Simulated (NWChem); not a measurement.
System: Si2H4F2; SMILES F[SiH2][SiH2]F

The following NWChem deck was run.

```
start job
memory heap 200 mb stack 900 mb global 1100 mb
geometry units angstroms noautosym nocenter noautoz
  Si    -1.137423     0.303396     0.364232
  F     -1.906965    -0.416438    -0.899072
  Si     1.137423    -0.303396     0.364232
  F      1.906965     0.416438    -0.899072
  H     -1.310129     1.792148     0.244565
  H     -1.774664    -0.171035     1.643872
  H      1.310129    -1.792148     0.244565
  H      1.774664     0.171035     1.643872
end
basis spherical
  Si library 6-31g*
  F library 6-31g*
  H library 6-31g*
end
dft
  xc hfexch
  iterations 150
  mulliken
end
task dft energy
esp
  recalculate
  probe 0.07
  range 0.3
  factor 1.0
  spacing 0.02
end
task esp
```

Output (shortened):

```
             Northwest Computational Chemistry Package (NWChem) 7.3.0
             --------------------------------------------------------

                             Geometry "geometry" -> ""
                             -------------------------

 Output coordinates in angstroms (scale by  1.889725989 to convert to a.u.)

  No.       Tag          Charge          X              Y              Z
 ---- ---------------- ---------- -------------- -------------- --------------
    1 Si                  14.0000    -1.13742300     0.30339600     0.36423200
    2 F                    9.0000    -1.90696500    -0.41643800    -0.89907200
    3 Si                  14.0000     1.13742300    -0.30339600     0.36423200
    4 F                    9.0000     1.90696500     0.41643800    -0.89907200
    5 H                    1.0000    -1.31012900     1.79214800     0.24456500
    6 H                    1.0000    -1.77466400    -0.17103500     1.64387200
    7 H                    1.0000     1.31012900    -1.79214800     0.24456500
    8 H                    1.0000     1.77466400     0.17103500     1.64387200

 Effective nuclear repulsion energy (a.u.)     218.5969013114

  xc_inp: hfexch multiplicative factor not found.

                                 NWChem DFT Module
                                 -----------------

 Summary of "ao basis" -> "ao basis" (spherical)
 ------------------------------------------------------------------------------
       Tag                 Description            Shells   Functions and Types
 ---------------- ------------------------------  ------  ---------------------
 Si                          6-31g*                  8       18   4s3p1d
 F                           6-31g*                  6       14   3s2p1d
 H                           6-31g*                  2        2   2s

            General Information
            -------------------
          SCF calculation type: DFT
          Wavefunction type:  closed shell.
          No. of atoms     :     8
          No. of electrons :    50
           Alpha electrons :    25
            Beta electrons :    25
          Charge           :     0
          Spin multiplicity:     1
          Use of symmetry is: off; symmetry adaption is: off
          Maximum number of iterations: 150
          AO basis - number of functions:    72
                     number of shells:    36
          Convergence on energy requested:  1.00D-06
          Convergence on density requested:  1.00D-05
          Convergence on gradient requested:  5.00D-04

              XC Information
              --------------
                     Hartree-Fock (Exact) Exchange  1.000

      Superposition of Atomic Density Guess
      -------------------------------------

 Sum of atomic energies:        -778.37220924

      Non-variational initial energy
      ------------------------------

 Total energy =    -779.014632
 1-e energy   =   -1517.033474
 2-e energy   =     519.421940
 HOMO         =      -0.308846
 LUMO         =       0.008886

     ---------------------------------------------
      Total Density - Mulliken Population Analysis
     ---------------------------------------------

    Atom       Charge   Shell Charges
 -----------   ------   -------------------------------------------------------
    1 Si  14    13.22   2.00  2.00  5.97  0.94  1.43  0.31  0.43  0.13
    2 F    9     9.64   2.00  0.95  3.48  1.01  2.20  0.01
    3 Si  14    13.22   2.00  2.00  5.97  0.94  1.43  0.31  0.43  0.13
    4 F    9     9.64   2.00  0.95  3.48  1.01  2.20  0.01
    5 H    1     1.07   0.47  0.61
    6 H    1     1.07   0.46  0.61
    7 H    1     1.07   0.47  0.61
    8 H    1     1.07   0.46  0.61

   convergence    iter        energy       DeltaE   RMS-Dens  Diis-err
 ---------------- ----- ----------------- --------- --------- ---------
 d= 0,ls=0.0,diis     1   -779.0495045119 -9.98D+02  1.01D-02  6.68D-01
 d= 0,ls=0.0,diis     2   -779.1154549522 -6.60D-02  3.22D-03  2.53D-01
 d= 0,ls=0.0,diis     3   -779.1362200037 -2.08D-02  1.04D-03  3.49D-03
 d= 0,ls=0.0,diis     4   -779.1371020800 -8.82D-04  2.36D-04  1.10D-04
 d= 0,ls=0.0,diis     5   -779.1371361022 -3.40D-05  4.12D-05  3.03D-06
  Resetting Diis
 d= 0,ls=0.0,diis     6   -779.1371372222 -1.12D-06  9.38D-06  1.42D-07
 d= 0,ls=0.0,diis     7   -779.1371372836 -6.14D-08  2.05D-06  1.12D-08

         Total DFT energy =     -779.137137283579
      One electron energy =    -1519.166127583827
           Coulomb energy =      583.899212146470
    Exchange-Corr. energy =      -62.467123157620
 Nuclear repulsion energy =      218.596901311397

 Numeric. integr. density =        0.000000000000

                       DFT Final Molecular Orbital Analysis
                       ------------------------------------

 Vector   23  Occ=2.000000D+00  E=-4.973838D-01
              MO Center= -6.8D-13,  2.9D-13,  7.3D-01, r^2= 4.7D+00
   Bfn.  Coefficient  Atom+Function         Bfn.  Coefficient  Atom+Function
  ----- ------------  ---------------      ----- ------------  ---------------
    68      0.241686  6 H  s                 72     -0.241686  8 H  s
     8     -0.210735  1 Si py                40     -0.210735  3 Si py
    66     -0.199677  5 H  s                 70      0.199677  7 H  s
    67      0.168725  6 H  s                 71     -0.168725  8 H  s
     9      0.155971  1 Si pz                41     -0.155971  3 Si pz

 Vector   24  Occ=2.000000D+00  E=-4.915881D-01
              MO Center=  6.8D-13, -2.5D-13,  6.7D-01, r^2= 4.8D+00
   Bfn.  Coefficient  Atom+Function         Bfn.  Coefficient  Atom+Function
  ----- ------------  ---------------      ----- ------------  ---------------
    66      0.249476  5 H  s                 70      0.249476  7 H  s
    68     -0.226411  6 H  s                 72     -0.226411  8 H  s
     8      0.214285  1 Si py                40     -0.214285  3 Si py
    65      0.168899  5 H  s                 69      0.168899  7 H  s
    67     -0.158602  6 H  s                 71     -0.158602  8 H  s

 Vector   25  Occ=2.000000D+00  E=-4.203848D-01
              MO Center=  1.4D-14,  2.5D-14,  4.1D-01, r^2= 3.1D+00
   Bfn.  Coefficient  Atom+Function         Bfn.  Coefficient  Atom+Function
  ----- ------------  ---------------      ----- ------------  ---------------
     7      0.372894  1 Si px                39     -0.372894  3 Si px
    68     -0.175710  6 H  s                 72     -0.175710  8 H  s
    66     -0.158801  5 H  s                 70     -0.158801  7 H  s
     8     -0.143455  1 Si py                40      0.143455  3 Si py
    21     -0.140657  2 F  px                53      0.140657  4 F  px

 Vector   26  Occ=0.000000D+00  E= 9.525215D-02
              MO Center= -3.5D-13,  3.5D-13,  2.9D-01, r^2= 5.0D+00
   Bfn.  Coefficient  Atom+Function         Bfn.  Coefficient  Atom+Function
  ----- ------------  ---------------      ----- ------------  ---------------
    13      0.595624  1 Si pz                45      0.595624  3 Si pz
    68     -0.358987  6 H  s                 72     -0.358987  8 H  s
    24      0.315525  2 F  s                 56      0.315525  4 F  s
    11      0.207603  1 Si px                43     -0.207603  3 Si px
     9      0.154119  1 Si pz                41      0.154119  3 Si pz

 Vector   27  Occ=0.000000D+00  E= 1.092700D-01
              MO Center= -2.3D-15, -1.4D-13,  5.0D-01, r^2= 5.3D+00
   Bfn.  Coefficient  Atom+Function         Bfn.  Coefficient  Atom+Function
  ----- ------------  ---------------      ----- ------------  ---------------
    10      0.741054  1 Si s                 42     -0.741054  3 Si s
    11      0.676049  1 Si px                43      0.676049  3 Si px
    66     -0.536306  5 H  s                 70      0.536306  7 H  s
    12      0.457981  1 Si py                44      0.457981  3 Si py
    13      0.301702  1 Si pz                45     -0.301702  3 Si pz

[...]

                     NWChem Electrostatic Potential Fit Module
                     -----------------------------------------

 Atom parameters

 Number of atoms is                                    8
 Number of basis functions is                         72

 Grid parameters

 Maximum number of grid points is                  41781
 Number of grid points is                          41780
 Grid range                                     0.300000 nm
 Grid spacing                                   0.020000 nm
 Probe radius                                   0.070000 nm
 Atom radius factor                             1.000000

 Atomic radii

    1    0.100000
    9    0.128000
   14    0.187000
 FASTESP  F
  using M.O. file = ./job.movecs

    Atom              Coordinates                           Charge

                                                  ESP

    1 Si   -0.113742    0.030340    0.036423    0.595714
    2 F    -0.190697   -0.041644   -0.089907   -0.336003
    3 Si    0.113742   -0.030340    0.036423    0.596196
    4 F     0.190697    0.041644   -0.089907   -0.336100
    5 H    -0.131013    0.179215    0.024457   -0.119049
    6 H    -0.177466   -0.017104    0.164387   -0.140817
    7 H     0.131013   -0.179215    0.024457   -0.119115
    8 H     0.177466    0.017104    0.164387   -0.140826
                                            ------------
                                                0.000000

 Dipole moment                                  0.977308

 Quadrupole moment Qxx                         -8.224083
                   Qyy                          6.966113
                   Qzz                          1.257970

 RMS deviation kJ/mol                           0.054074

 RRMS %                                        23.744626
```

Level: Hartree-Fock/6-31G* (spherical d). All runs use the structure optimised with PBE-D3(BJ)/def2-SVP.
